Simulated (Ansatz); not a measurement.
Total energies of the cluster PtSe2⁺ from Ansatz at PBE-D4/def2-TZVP, gas phase (1 Eh = 27.2114 eV = 2625.5 kJ/mol). The reference geometry is relaxed at PBE-D4/def2-TZVP.

```xyz
3

Pt   -0.966    0.838   -0.537
Se    1.069   -0.364   -0.698
Se   -0.102   -0.474    1.236
```

```csv
state,geometry,energy (Eh)
charge 1 doublet,reference,-4921.54556
charge 0 triplet,reference,-4921.82017
charge 1 quartet,relaxed at PBE-D4/def2-TZVP,-4921.51567
```

In the def2 sets Pt takes a core potential; there is no spin–orbit coupling.

**Question.** Work out the vertical electron affinity, to the triplet.

**Answer.** E(charge 1 doublet) − E(charge 0 triplet) = -4921.54556 − (-4921.82017) = 0.27461 Eh = 7.47 eV.

**Question.** Which of the charge 1 states is lowest, and how far above it are the others?

**Answer.** The doublet. quartet: -4921.51567 − (-4921.54556) = 0.02989 Eh = 78.5 kJ/mol.

The structure comes from a short search, and lower isomers may exist.
